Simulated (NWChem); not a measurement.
System: BeHOF; SMILES [F][Be][OH]

NWChem input:

```
start job
memory heap 200 mb stack 900 mb global 1100 mb
geometry units angstroms noautoz
  Be    -0.000405     0.000392     0.010705
  F      0.015632    -0.015260     1.409131
  O     -0.065728     0.064182    -1.396373
  H      0.311163    -0.303842    -2.200719
end
basis spherical
  * library def2-svp
end
dft
  xc xpbe96 cpbe96
  iterations 150
  mulliken
end
task dft energy
```

The geometry was optimised at PBE-D3(BJ)/def2-SVP.

### Question
What results follow from this input? (PBE/def2-SVP.) Quantities: energy (Ha); highest occupied level (eV); orbital gap (eV); dipole (D).

### Answer
The energy (Ha) is -190.19. The highest occupied level (eV) is -7.51, the orbital gap (eV) comes out as 6.63 and the dipole (D) comes out as 2.30.
